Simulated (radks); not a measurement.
Question: Ni V, 24 electrons, occupied as [Ar] 3d6. Calculated with a radial shooting solver on a logarithmic mesh with Libxc functionals: non-relativistic Kohn-Sham, TPSS, spin-polarised, spherical densities, point nucleus; open shells are filled with parallel spins first; meta-GGA in the generalised Kohn-Sham scheme. Some entries of the table are withheld. Estimate them.

orbital  occ.  eigenvalue (eV)  <r> (bohr)
1s down     1        -8201.412     0.05480
1s up       1        -8201.407     0.05480
2s up       1        -1031.677      0.2481
2s down     1        -1029.199      0.2478
2p up       3        -907.1859      0.2168
2p down     3        -905.2078      0.2164
3s up       1        -173.3752      0.7355
3s down     1        -167.8817      0.7389
3p up       3        -134.9436      0.7588
3p down     3        -129.4759      0.7643
3d up       5         -70.8510      0.8290
3d down     1         -65.5288      0.8511
4s up       0              (1)       1.973
4s down     0              (2)       2.008
4p up       0              (3)       2.199
4p down     0              (4)       2.241

Answer: 
(1) 4s up eigenvalue (eV): -46.3728
(2) 4s down eigenvalue (eV): -44.8171
(3) 4p up eigenvalue (eV): -37.3969
(4) 4p down eigenvalue (eV): -36.0905
